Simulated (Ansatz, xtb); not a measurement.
# Two isomers of C2H6ClSi

We compare I, `[CH2][Si@@H](C)Cl`, a doublet, with II, `C[Si](C)Cl`, a doublet. Both are isolated molecules in the gas phase, relaxed with r2SCAN-D4/def2-SVP; the shapes shown needn't be the lowest conformers.

I (Å):

| atom | x (Å) | y (Å) | z (Å) |
| --- | --- | --- | --- |
| C | 0.2468 | -1.0670 | -0.5689 |
| C | -2.4082 | 0.1711 | -1.5007 |
| Cl | -1.1429 | -2.2244 | -3.2133 |
| Si | -1.4126 | -1.3947 | -1.3066 |
| H | 0.8294 | -1.8383 | -0.0517 |
| H | 0.7655 | -0.1081 | -0.6902 |
| H | -2.1407 | -2.4207 | -0.5074 |
| H | -1.8615 | 0.9034 | -2.1160 |
| H | -2.6098 | 0.6282 | -0.5180 |
| H | -3.3727 | -0.0324 | -1.9913 |

II (Å):

```xyz
10

C    -0.0693   -0.6468    0.1030
C    -1.3836    1.5189   -1.6959
Cl   -0.0316    2.4192    1.0834
Si   -1.0950    0.9267    0.0635
H     0.8971   -0.4798   -0.4044
H     0.1383   -0.9679    1.1349
H    -0.5948   -1.4654   -0.4152
H    -0.4160    1.6845   -2.2015
H    -1.9495    0.7674   -2.2701
H    -1.9456    2.4648   -1.7167
```

Quicker runs give these differences E(II) − E(I): GFN2-xTB −62.8 kJ/mol; HF/STO-3G −35.4 kJ/mol (at GFN2-xTB geometries); r2SCAN-D4/def2-SVP//GFN2-xTB −51.8 kJ/mol.

Task: Estimate E(II) − E(I) at the level CCSD(T)/def2-SVP + ΔMP2/def2-TZVPP.

Result: Calculated at CCSD(T)/def2-SVP + ΔMP2/def2-TZVPP: E(II) − E(I) = −45.0 kJ/mol, so structure II lies lower.

How the difference moves with the method:

```
                             level            geometry  E(II) − E(I) (kJ/mol)  departure from the last row (kJ/mol)  job, with rough time for the two
                          GFN2-xTB            GFN2-xTB                   −62.8                                 −17.9              optimisation, 0.59 s
                         HF/STO-3G            GFN2-xTB                   −35.4                                  +9.5                 single point, 1 s
      r2SCAN-D4/def2-SVP//GFN2-xTB            GFN2-xTB                   −51.8                                  −6.9               single point, 8.7 s
                r2SCAN-D4/def2-SVP  r2SCAN-D4/def2-SVP                   −48.4                                  −3.5             optimisation, 7.3 min
                       HF/def2-SVP  r2SCAN-D4/def2-SVP                   −15.5                                 +29.4           part of the CCSD(T) run
                      MP2/def2-SVP  r2SCAN-D4/def2-SVP                   −54.6                                  −9.6           part of the CCSD(T) run
                  CCSD(T)/def2-SVP  r2SCAN-D4/def2-SVP                   −46.0                                  −1.0                      single point
CCSD(T)/def2-SVP + ΔMP2/def2-TZVPP  r2SCAN-D4/def2-SVP                   −45.0                                                      single point, 76 s
```

As drawn, II has 1 C–H in place of 1 Si–H.

The levels shown agree on the order. The largest departure from CCSD(T)/def2-SVP + ΔMP2/def2-TZVPP is that of HF/def2-SVP, 29.4 kJ/mol. The last row adds to CCSD(T) the change of the MP2 difference between the two basis sets, here +1.0 kJ/mol.

With harmonic frequencies from r2SCAN-D4/def2-SVP (ideal gas, rigid rotor, one conformer each, 298.15 K, 1 atm): the zero-point term adds +11.5 kJ/mol; ΔH is −34.2 and ΔG −31.8 kJ/mol.

Open shells are spin-unrestricted. The correlated steps freeze 12 core orbitals. Mirror images aren't counted in ΔG. Run with Ansatz 0.2.0, xtb 6.7.1; the last row on 2 threads of Intel(R) Xeon(R) Processor @ 2.50GHz (Skylake/Cascade Lake) on a shared host.
